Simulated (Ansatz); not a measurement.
Isolated molecules relaxed with PBE0-D4/def2-TZVP in Ansatz; ΔE leaves out vibrations. CCSD(T)/CBS adds triple-zeta CCSD(T) − MP2 to the extrapolated MP2 energy (def2 sets, frozen cores). This one scheme is used for every species. Functionals use def2-TZVPP. HSE06 is defined as in plane-wave codes. Elements past krypton have def2 core potentials. For Ge, I outer-core shells are correlated without core-valence functions, which leaves a few kJ/mol of doubt a bond. Scalar relativity is left out up to krypton.

Consider the ligand exchange at a Ge–Cl bond: `[Cl][GeH2][I]` + HI → `[I][GeH2][I]` + HCl.

`[Cl][GeH2][I]`:

Cartesian coordinates in Å:
```
Cl 1.507 -0.220 -1.409
Ge 0.065 0.152 0.135
I -1.902 -1.354 -0.196
H 0.725 -0.183 1.474
H -0.395 1.605 -0.003
```

HI:

Z-matrix (Å, degrees):
```
I
H 1 1.610
```

`[I][GeH2][I]`:

Z-matrix (Å, degrees):
```
Ge
I 1 2.504
I 1 2.504 2 110.4
H 1 1.531 2 108.2 3 -118.3
H 1 1.531 2 108.2 3 118.3
```

HCl:

Cartesian coordinates in Å:
```
Cl 0.362 0.504 0.155
H -0.362 -0.504 -0.155
```

```csv
level,ΔE (kJ/mol),difference from CCSD(T)/CBS
PBE0-D4,-14.2,1.6
HSE06-D4,-14.6,1.2
CAM-B3LYP-D4,-7.6,8.2
r2SCAN0,-11.8,4.0
BHLYP,-7.5,8.3
MP2/def2-TZVPP,-15.5,0.3
SCS-MP2/def2-TZVPP,-11.5,4.3
CCSD(T)/def2-TZVPP,-9.8,6.0
HF/CBS(def2),-5.5,10.3
CCSD/CBS(def2),-14.9,0.9
CCSD(T)/CBS,-15.8,0
```

Largest T1 diagnostic among the species: 0.009.

In def2-TZVPP, CCSD(T) changes the Hartree–Fock value by −4.6 kJ/mol (the triples alone add −0.9 kJ/mol) and MP2 by −10.3 kJ/mol. Leaving LDA and LC-ωPBE aside and taking each functional with its dispersion term where it has one, the values, not all of them listed here, spread over 12.4 kJ/mol, from HSE06-D4 to B97M-V. At CCSD(T), def2-SVP lies +7.1 kJ/mol from the extrapolated value and def2-TZVPP +6.0 kJ/mol.
